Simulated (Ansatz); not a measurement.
The cluster Al₄Sb₃⁺, relaxed as a singlet with RKS PBE-D4/def2-SVP in Ansatz, starting from the GFN2-xTB geometry. Force threshold 0.02 eV/Å.

In the def2 sets Sb takes a core potential; there is no spin–orbit coupling. The restricted singlet is unstable towards broken spin symmetry in Hartree–Fock (as tested in another run); at PBE-D4/def2-SVP this wasn't settled. Another isomer (singlet) lies 0.37 eV lower at PBE0-D4/def2-TZVP; other spin states weren't run for this one.

Start:

Cartesian coordinates in Å:
```
Al -1.980 0.890 0.359
Al 0.816 1.151 0.392
Al 1.979 -1.136 0.735
Al -0.627 -1.294 0.145
Sb -0.746 3.213 -0.125
Sb -0.284 0.627 -1.987
Sb 0.842 -3.451 0.481
```

Question: Estimate the energy that the relaxation releases and the steps that it takes.

Answer: 102.4 kJ/mol, in 11 steps; 22 s on 4 threads of Arm Neoverse V2 on a shared host. No frequencies were taken in this run, so the end may be a saddle point.

Question: Does the start keep its bonding?

Answer: Bonds formed: Al3–Sb6 (atoms count from 1).

Question: Predict the relaxed structure.

Answer: 
```tsv
atom	x (Å)	y (Å)	z (Å)
Al1	-2.049	0.587	0.611
Al2	1.384	1.460	0.933
Al3	1.654	-0.849	-0.081
Al4	-1.012	-1.527	-0.331
Sb5	-0.688	2.781	-0.195
Sb6	0.038	0.553	-1.894
Sb7	0.673	-3.003	0.957
```
Bond lengths (bridged metal pairs left out): 6 × Al–Sb 2.58 to 2.81 Å; 2 × Al–Al 2.54 Å; 1 × Sb–Sb 2.89 Å.
